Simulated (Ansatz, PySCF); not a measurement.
ZrI₃, SMILES [Zr]([I])([I])[I] (connectivity only; charge and spin as stated), neutral, multiplicity 2. Atoms are numbered in the order given.

```xyz
4

Zr     0.0000     0.0000     0.0560
I      2.3439    -1.3533     0.0544
I     -2.3439    -1.3533     0.0544
I      0.0000     2.7066     0.0544
```
Charge 0, spin multiplicity 2.

Geometry: B3LYP-D3(BJ)/def2-SVP. The spin state was assumed, not searched. The isomer is the one that the SMILES or the coordinates give; other isomers of the formula were not compared. The def2 effective core potentials stand for the cores of I, Zr; spin–orbit coupling is left out.

Two levels are set side by side: PBE-D3(BJ)/def2-SVP (Ansatz, an electronic-structure program) and B3LYP-D3(BJ)/def2-SVP (Ansatz). Each level has its own optimised geometry; the coordinates shown are those of the second. Frequencies come from the Hessian of PySCF at each geometry. Differences are taken from unrounded values.

```tsv
quantity	B3LYP-D3(BJ)
mean bond length (Å)	2.707
bond Zr1–I2 (Å)	2.707
bond Zr1–I3 (Å)	2.707
bond Zr1–I4 (Å)	2.707
highest harmonic wavenumber (cm⁻¹)	262
mean harmonic wavenumber (cm⁻¹)	133
zero-point energy (kcal/mol)	1.14
```

Q: What does PBE-D3(BJ) give, and how far is it from B3LYP-D3(BJ)? (Estimate from the structure and the level; the computed values follow.)

A: 
```
quantity                            PBE-D3(BJ)  PBE-D3(BJ) minus B3LYP-D3(BJ)
----------------------------------  ----------  -----------------------------
mean bond length (Å)                     2.697                         -0.009
bond Zr1–I2 (Å)                          2.697                         -0.009
bond Zr1–I3 (Å)                          2.697                         -0.009
bond Zr1–I4 (Å)                          2.697                         -0.009
highest harmonic wavenumber (cm⁻¹)         261                             -1
mean harmonic wavenumber (cm⁻¹)            131                             -2
zero-point energy (kcal/mol)              1.13                          -0.01
```

On these quantities the two levels nearly agree.
